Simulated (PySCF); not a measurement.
**Bond length, frequency and bond energy of BePb⁺ by level of theory**

State: ²Π (doublet), unpaired electrons π ↑. Set-up: PySCF, scalar-relativistic core potentials, basis sets Be def2-SVPD, Pb def2-SVPD with ECP60. De refers to Be + Pb⁺ in their high-spin ground configurations, without counterpoise correction. The functionals are run spin-unrestricted. A positive dipole points towards Pb; it is taken about the centre of mass and depends on that origin.

```tsv
Level	Re (Å)	ωe (cm⁻¹)	De (eV)	μ (D)	CPU s a point (SCF and correlation, without the integrals)
ROHF	2.846	237	n/a	-5.77	0.11
ROHF-MP2	2.724	283	n/a	n/a	0.2
ROHF-SCS-MP2	2.772	263	n/a	n/a	n/a
ROHF-CCSD	2.796	258	n/a	n/a	n/a
ROHF-CCSD(T)	2.773	266	n/a	n/a	4.5
PBE	2.626	338	n/a	-5.04	0.72
PBEsol	2.600	355	n/a	-5.21	1.2
r²SCAN	2.616	340	n/a	-5.46	1.1
r²SCANh	2.620	333	n/a	-5.55	1.2
PBE0	2.633	325	n/a	-5.36	1.3
B97-3	2.661	304	n/a	-5.23	0.65
```

The bond length runs from 2.600 Å (PBEsol) to 2.846 Å (ROHF).

Correlated steps freeze 4 core orbitals. Spin–orbit coupling is left out, which matters for elements this heavy, above all for dissociation energies. The state was picked by a PBE0 search and need not be the measured ground state.

The whole job (state search and all levels along the bond) took about 2.6 min on 1 thread of Intel Xeon Platinum 8259CL @ 2.50GHz (shared host), peak memory 0.51 GiB.
